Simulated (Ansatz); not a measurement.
# Which method gave which barrier?

Saddle point of AlBSi2H7Cl3O3, singlet (AlBSi₂H₇Cl₃O₃ ([SiH3][O][Al]1([O][SiH3])[OH][B]([Cl])([Cl])[Cl]1) → AlBSi₂H₇Cl₃O₃ ([SiH3][O][Al]([ClH])([O][SiH3])[O][B]([Cl])[Cl]); bonds formed: Cl2–H5, Cl2–Al7; dative contacts that become bonds: B1–Cl3, B1–O6; bonds broken: B1–Cl2, Cl3–Al7, H5–O6), PBE0-D4/def2-TZVP structure:

B1  (1.511, -0.573, 1.975)
Cl2  (3.319, 0.668, 1.468)
Cl3  (1.362, -1.860, 0.614)
Cl4  (1.691, -1.179, 3.598)
H5  (1.900, 1.095, 1.415)
O6  (0.727, 0.525, 1.606)
Al7  (-0.083, -0.015, 0.092)
O8  (0.492, 0.753, -1.271)
Si9  (1.062, 1.372, -2.659)
O10  (-1.651, -0.548, 0.260)
Si11  (-3.158, -1.104, 0.492)
H12  (-0.036, 1.489, -3.656)
H13  (2.124, 0.490, -3.213)
H14  (1.633, 2.722, -2.412)
H15  (-3.453, -1.193, 1.946)
H16  (-3.298, -2.455, -0.111)
H17  (-4.141, -0.187, -0.144)
(Å)

Ansatz 0.2.0; basis: def2-TZVPP, with def2-QZVPP for the basis limit; cores frozen in the correlated methods. Extrapolation: Hartree–Fock as exp(−7.88 √X), correlation as X^−2.97. Four methods, as single points on the PBE0-D4 structures, gave these electronic barriers from the start structure: 1.233, 1.303, 1.421, 1.848 eV.

(1) The methods were, in alphabetical order, BLYP-D4, HF, MP2, r2SCAN-D4. Which gave which? (Judge from chemistry; the calculation decides.)

T1 diagnostic: at most 0.013.

Answers

(1) By the calculation: BLYP-D4 1.233; r2SCAN-D4 1.303; MP2 1.421; HF 1.848 eV. For comparison, CCSD(T) at an estimated basis limit (MP2 extrapolated from triple and quadruple zeta, plus CCSD(T) − MP2 in triple zeta) gives 1.484 eV.

The step is the kind of ligand exchange by which a precursor binds to a hydroxyl group, or is hydrolysed, in atomic layer deposition of oxides. Here a small cluster stands in for the surface site.

Labels in which every atom is bracketed show which atoms are joined, not bond orders.

For scale, one of the runs: CCSD(T)/def2-TZVPP, 474 basis functions, launched by `ansatz run in.yaml --threads 4 --pin off --events-out ev --progress --plain --max-ram 66560MiB --backend cuda --devices 0, --max-vram 37GiB`. Hardware: 4 CPU threads of an AMD EPYC 7R13 and a share of one NVIDIA H100, shared host. Wall time 57 s; peak host memory 1.3 GiB.
